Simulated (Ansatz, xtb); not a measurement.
## Relative energy of two isomers of C4H12Si2

Structure X is `[SiH3][SiH]1CCCC1`, a singlet and structure Y is `C[C@H]1CC[SiH2][SiH2]1`, a singlet. Both are isolated molecules in the gas phase, relaxed with PBE-D3(BJ)/def2-SVP; the shapes shown needn't be the lowest conformers.

X (Å):

```xyz
18

C     0.0543    0.2404    0.9372
C     0.7556    1.4313    1.6288
C     0.1122    2.7414    1.1360
C     0.0857    2.7343   -0.4098
Si    1.2042    0.0220   -2.4398
Si   -0.2761    0.8966   -0.8375
H     1.0663    0.7166   -3.7709
H     0.9868   -1.4539   -2.6579
H     2.6229    0.2156   -1.9628
H    -1.7006    0.6645   -1.2797
H     0.6473   -0.6946    0.9813
H    -0.9236    0.0277    1.4205
H     1.8344    1.4347    1.3551
H     0.7136    1.3500    2.7358
H     0.6453    3.6300    1.5365
H    -0.9294    2.7984    1.5237
H     1.0808    3.0167   -0.8158
H    -0.6503    3.4442   -0.8365
```

Y (Å):

```xyz
18

C    -1.7358   -2.0177    0.1728
C    -0.5961   -1.0248    0.4246
C    -0.5555    0.1247   -0.6099
C     0.6015    1.1144   -0.3606
Si    0.5299    1.7132    1.4650
Si   -0.5962   -0.2227    2.1807
H    -1.6743   -2.4543   -0.8477
H    -1.7215   -2.8584    0.8957
H    -2.7259   -1.5227    0.2608
H     0.3770   -1.5667    0.3606
H    -0.4853   -0.3033   -1.6358
H    -1.5272    0.6705   -0.5814
H     1.5766    0.6000   -0.5080
H     0.5776    1.9617   -1.0760
H     1.8932    1.9736    2.0491
H    -0.2929    2.9686    1.6046
H    -2.0088    0.0425    2.6403
H     0.0835   -1.0852    3.2113
```

Quicker runs give these differences E(Y) − E(X): GFN2-xTB +8.27 kJ/mol; HF/STO-3G +21.25 kJ/mol (at GFN2-xTB geometries); r2SCAN-D4/def2-SVP +3.92 kJ/mol (at GFN2-xTB geometries).

Question: Estimate E(Y) − E(X) at the level CCSD(T)/def2-SVP + ΔMP2/def2-TZVPP.

Answer: Not settled: CCSD(T)/def2-SVP + ΔMP2/def2-TZVPP gives E(Y) − E(X) = +7.49 kJ/mol, but this leans on the basis-set step: CCSD(T) alone gives +3.49 kJ/mol.

Level by level:

| level | geometry | E(Y) − E(X) (kJ/mol) | departure from the last row (kJ/mol) | job, with rough time for the two |
| --- | --- | --- | --- | --- |
| GFN2-xTB | GFN2-xTB | +8.27 | +0.78 | optimisation, 0.17 s |
| HF/STO-3G | GFN2-xTB | +21.25 | +13.76 | single point, 0.4 s |
| r2SCAN-D4/def2-SVP | GFN2-xTB | +3.92 | −3.57 | single point, 4.5 s |
| PBE-D3(BJ)/def2-SVP | PBE-D3(BJ)/def2-SVP | +5.04 | −2.44 | optimisation, 27 s |
| HF/def2-SVP | PBE-D3(BJ)/def2-SVP | +9.65 | +2.16 | part of the CCSD(T) run |
| MP2/def2-SVP | PBE-D3(BJ)/def2-SVP | +3.11 | −4.37 | part of the CCSD(T) run |
| CCSD(T)/def2-SVP | PBE-D3(BJ)/def2-SVP | +3.49 | −4.00 | single point |
| CCSD(T)/def2-SVP + ΔMP2/def2-TZVPP | PBE-D3(BJ)/def2-SVP | +7.49 |  | single point, 82 s |

As drawn, both hold the same kinds of bond in the same numbers. Structure X has 0 methyl groups, Y 1.

The largest departure from CCSD(T)/def2-SVP + ΔMP2/def2-TZVPP is that of HF/STO-3G, 13.76 kJ/mol. A small imaginary or near-zero mode remains, so no thermal terms are given. The last row adds to CCSD(T) the change of the MP2 difference between the two basis sets, here +4.00 kJ/mol.

The correlated steps freeze 14 core orbitals. Run with Ansatz 0.2.0, xtb 6.7.1; the last row on 4 threads of Arm Neoverse V1 on a shared host.
